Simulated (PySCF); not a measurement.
(H2B-mu-SH)2.
Bonds: B1–S4, B1–S8, S4–B5, B5–S8. Hydrogens: H2, H3 on B1; H9 on S4; H6, H7 on B5; H10 on S8.

Method: PySCF 2.14.0, PBE0-D3(BJ)/def2-SVP geometry optimisation, gas phase; density fitting, grid level 1; the optimiser is geomeTRIC in internal coordinates, started from a GFN2-xTB structure with every atom displaced at random (about 0.03 Å).

Step 1: E = -23105.0838 eV
```
atom  x, y, z in Å  |  force x, y, z in eV/Å
B1      1.2908    0.0401    0.3976   -0.399   0.502  -0.308
H2      1.5129    0.2939    1.5541    0.151  -0.032   0.059
H3      2.1682   -0.0898   -0.4121    0.286  -0.059   0.103
S4      0.0297    1.4804   -0.2137   -0.216  -0.431   0.088
B5     -1.3005    0.0263    0.2026    0.450   0.294   0.024
H6     -2.0784   -0.1411   -0.7020   -0.069  -0.031  -0.003
H7     -1.7213    0.2498    1.3124   -0.014  -0.021   0.009
S8      0.0249   -1.4275    0.3604   -0.284  -0.279  -0.029
H9      0.0847    1.2577   -1.5474    0.079   0.033   0.025
H10     0.1137   -1.7665   -0.9475    0.017   0.024   0.033
```

Step 2: E = -23105.1142 eV
```
atom  x, y, z in Å  |  force x, y, z in eV/Å
B1      1.2781    0.0542    0.3881   -0.148   0.257  -0.150
H2      1.5041    0.2947    1.5517    0.055  -0.027  -0.029
H3      2.1939   -0.0862   -0.3892    0.045  -0.003   0.125
S4      0.0128    1.4693   -0.2189   -0.015  -0.240  -0.021
B5     -1.2909    0.0312    0.2056    0.170   0.128  -0.083
H6     -2.0841   -0.1402   -0.6902   -0.037   0.000   0.071
H7     -1.7040    0.2504    1.3200   -0.002  -0.010  -0.004
S8      0.0134   -1.4354    0.3509   -0.083  -0.168  -0.026
H9      0.0948    1.2554   -1.5550    0.018   0.028   0.075
H10     0.1066   -1.7701   -0.9587   -0.003   0.037   0.042
```

Question: Estimate the geometry and energy of step 3. (The exact step hangs on the optimiser's Hessian estimate; all steps are aligned on step 2, rigid shifts and turns removed.)

Answer: E = -23105.1249 eV, largest force 0.089 eV/Å
```
atom  x, y, z in Å  |  force x, y, z in eV/Å
B1      1.2646    0.0669    0.3815    0.030   0.017  -0.015
H2      1.4875    0.2954    1.5490   -0.020  -0.006  -0.026
H3      2.2128   -0.0781   -0.3577   -0.052   0.015   0.054
S4      0.0050    1.4550   -0.2301    0.075   0.004  -0.046
B5     -1.2805    0.0342    0.2050   -0.038  -0.026  -0.076
H6     -2.0990   -0.1373   -0.6683   -0.022   0.012   0.058
H7     -1.6777    0.2516    1.3259    0.012   0.006   0.004
S8      0.0067   -1.4457    0.3380    0.032  -0.048  -0.001
H9      0.1045    1.2486   -1.5652   -0.014   0.000   0.037
H10     0.1007   -1.7673   -0.9737   -0.003   0.026   0.010
```

The energy changes by -0.0107 eV. The first-order estimate −F·Δx gives -0.0194 eV and the mean of the old and new forces, exact on a quadratic surface, -0.0109 eV. The step makes an angle of 59° with the force vector and moves no atom by more than 0.038 Å.

What follows is the cost of the whole optimisation. Hardware: one thread of an Arm Neoverse V1, no GPU, on a shared host. Cost: 25 s wall, 0.36 GiB resident at most.
